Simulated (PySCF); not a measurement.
NMR data simulated for an unnamed compound:

$^{1}$H NMR (600 MHz, computed): δ 9.38 (m, 1H), 9.17 (m, 1H), 8.77 (m, 1H), 0.33 (s, 9H).

$^{13}$C{$^{1}$H} NMR (computed): δ 177.0 (C), 162.4 (CH), 155.1 (CH), 154.4 (CH), -0.8 (CH3).

A single conformation, no solvent, relativity neglected, rapidly exchanging positions averaged. Shieldings: GIAO PBE0/pcSseg-1; structure optimised with GFN2-xTB; PySCF 2.14.

References, each an isolated molecule treated in the same way: TMS for $^{1}$H and $^{13}$C.

Problem. Which of these does the molecule contain: a Si–CH3 group, a non-aromatic C=C double bond, a (CH3)2CH unit, an NH or NH2 group, a heteroaromatic ring?

Solution. 
- A Si–CH3 group: yes (δC -0.8; δH 0.33 (s)).
- A non-aromatic C=C double bond: no.
- A (CH3)2CH unit: no.
- An NH or NH2 group: no.
- A heteroaromatic ring: yes.

The data belong to `C[Si](C)(C)c1cpccn1`, C7H12NPSi; they needn't prove each group on their own.

Carbon signals by region: 2 in the far downfield region (above 160 ppm), 2 in the sp2 and nitrile region (100–160 ppm), 1 below 50 ppm. Above 160 ppm: 177.0, substituted aromatic carbon next to a ring nitrogen, 162.4, aromatic CH.

Splittings by $^{31}$P in the carbon and heteronuclear signals aren't shown, as no couplings were computed. Shifts are as computed. Against solution values, carbons near 30 ppm lie about +3 ppm off and those near 130 ppm about +5 ppm. Of 1211 compounds with measured shifts, 218 miss one by over three times the rms of a fit or turn the order of signals round; such compounds aren't used in these exercises. Multiplicities follow the n + 1 count of equivalent neighbours, as no J values were calculated; m marks all less simple cases, F and P coupling included.
